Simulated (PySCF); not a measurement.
Input for PySCF: D3(BJ) and D4 dispersion corrections on GeH6Se (a complex), monomers drawn apart or pushed together.

```python
from pyscf import gto
from pyscf.dispersion import dftd3, dftd4

mol = gto.M(
    atom='''
    Ge    0.11057783    0.05083799   -0.08422467
    H    -1.40387662    0.02942135    0.15658022
    H     0.39073553    0.12046956   -1.59506055
    H     0.74358985   -1.22941606    0.48266219
    H     0.73231329    1.27433504    0.60332693
    Se   -0.07916195   -0.64465257    3.40590544
    H    -0.28193461    0.36610587    4.45506798
    H     1.27995339   -0.15040496    3.14353930
    ''',
    basis='def2-svp',
    charge=0, spin=0, verbose=0, max_memory=1800)
d3, d4 = {}, {}
for xc in ['hf', 'pbe', 'blyp', 'revpbe', 'tpss', 'r2scan', 'b3lyp', 'pbe0', 'bhlyp', 'camb3lyp', 'b2plyp']:
    d3[xc] = float(dftd3.DFTD3Dispersion(mol, xc=xc, version='d3bj', atm=False).get_dispersion()['energy'])
    print(f'D3(BJ) {xc:10s} {d3[xc]:14.8f} Eh')
for xc in ['hf', 'pbe', 'blyp', 'revpbe', 'tpss', 'r2scan', 'b3lyp', 'pbe0', 'bhlyp', 'camb3lyp', 'b2plyp']:
    d4[xc] = float(dftd4.DFTD4Dispersion(mol, xc={'camb3lyp': 'cam-b3lyp'}.get(xc, xc), atm=True).get_dispersion()['energy'])
    print(f'D4     {xc:10s} {d4[xc]:14.8f} Eh')
```

Program output:

```
D3(BJ) hf            -0.03542949 Eh
D3(BJ) pbe           -0.00474330 Eh
D3(BJ) blyp          -0.01057162 Eh
D3(BJ) revpbe        -0.01138456 Eh
D3(BJ) tpss          -0.00619454 Eh
D3(BJ) r2scan        -0.00136892 Eh
D3(BJ) b3lyp         -0.00875257 Eh
D3(BJ) pbe0          -0.00432182 Eh
D3(BJ) bhlyp         -0.00721942 Eh
D3(BJ) camb3lyp      -0.00426315 Eh
D3(BJ) b2plyp        -0.00435628 Eh
D4     hf            -0.01418919 Eh
D4     pbe           -0.00435737 Eh
D4     blyp          -0.00938346 Eh
D4     revpbe        -0.01202564 Eh
D4     tpss          -0.00587067 Eh
D4     r2scan        -0.00105705 Eh
D4     b3lyp         -0.00707421 Eh
D4     pbe0          -0.00373500 Eh
D4     bhlyp         -0.00584313 Eh
D4     camb3lyp      -0.00385734 Eh
D4     b2plyp        -0.00305762 Eh
```

The run finished.

Cost: very roughly 0.04 core-seconds.
